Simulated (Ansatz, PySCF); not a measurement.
Gas-phase reaction in SMILES: [Cl][Tl] -> [Tl][Cl] as doublet, charge -1 (an electron is taken up)

Quantity: adiabatic electron affinity (0 K, with zero-point energies), in eV. Positive where the reaction releases energy. Terms: spin-orbit terms left out; def2 sets with scalar-relativistic core potentials past Kr; LANL2DZ with its own core potentials from Na on; open shells spin-unrestricted; valence correlation only (noble-gas shells and the d and f shells of earlier blocks); 6-31G* and kin with 6d, 5d where marked. Ab initio and DFT rows: single points at B3LYP-D3(BJ) geometries (Ansatz, a first-principles code), with unscaled harmonic terms from B3LYP/6-31G* (LANL2DZ past Ar) at its own minima. The spin state of an ion or metal species was assumed, not searched.

```tsv
level	program	adiabatic electron affinity (0 K, with zero-point energies) (eV)
HF/LANL2DZ	Ansatz	-0.19
PBE/def2-SVP	Ansatz	-0.05
B3LYP/LANL2DZ	Ansatz	0.01
B3LYP/def2-SVP	Ansatz	0.04
B3LYP/6-31G* with LANL2DZ past Ar	Ansatz	0.01
MP2/LANL2DZ	Ansatz	-0.33
r2SCAN-D4/def2-TZVPD	Ansatz + dftd4	0.41
M06-2X/def2-TZVPD	PySCF	0.36
```

No value to compare with is used here. The 6 habitual levels span -0.33 (MP2/LANL2DZ) to 0.04 eV (B3LYP/def2-SVP); M06-2X/def2-TZVPD gives 0.36.

The levels are drawn from those run, B3LYP/6-31G* more often than the rest, none by its result; runs whose electronic state is in doubt are left out.
